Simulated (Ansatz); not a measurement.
C2H6BFSi, SMILES `B[SiH](F)C=C`. Total charge 0; spin multiplicity 1. Geometry: relaxed with PBE0-D4/def2-TZVP. It is one conformer, not always the lowest.

```xyz
11

B    -0.502    1.808    1.075
Si    0.746    0.356    0.486
F     0.976   -0.761    1.621
C     0.019   -0.500   -0.993
C    -0.365   -1.774   -0.970
H    -0.725    2.714    0.326
H    -1.068    1.809    2.127
H     2.086    0.923    0.156
H    -0.118    0.072   -1.910
H    -0.798   -2.262   -1.839
H    -0.252   -2.385   -0.080
```

**Question.** What is the dipole moment at B3LYP/def2-TZVPP? (Estimate.)

**Answer.** Ansatz gave: 1.50 D, with components (-0.66, 0.55, -1.23) D in this frame, pointing from negative to positive charge.

**Question.** And with PBE, r2SCAN, ωB97M-V? (An estimate is asked.)

**Answer.** The calculation gave: PBE 1.46 D, r2SCAN 1.48 D, ωB97M-V 1.47 D.

**Question.** Give the Mulliken charges with B3LYP, r2SCAN, ωB97M-V in def2-TZVPP. (Best estimate.)

**Answer.** The calculation gave: 
```tsv
atom	B3LYP	r2SCAN	ωB97M-V
B1	-0.11	-0.08	-0.20
Si2	0.55	0.61	0.52
F3	-0.34	-0.34	-0.33
C4	-0.23	-0.23	-0.26
C5	-0.21	-0.14	-0.19
H6	0.05	0.02	0.09
H7	0.06	0.03	0.10
H8	-0.11	-0.11	-0.06
H9	0.10	0.08	0.11
H10	0.11	0.08	0.11
H11	0.11	0.09	0.11
```

B3LYP here is the variant with VWN-RPA as its local correlation; programs differ in this.
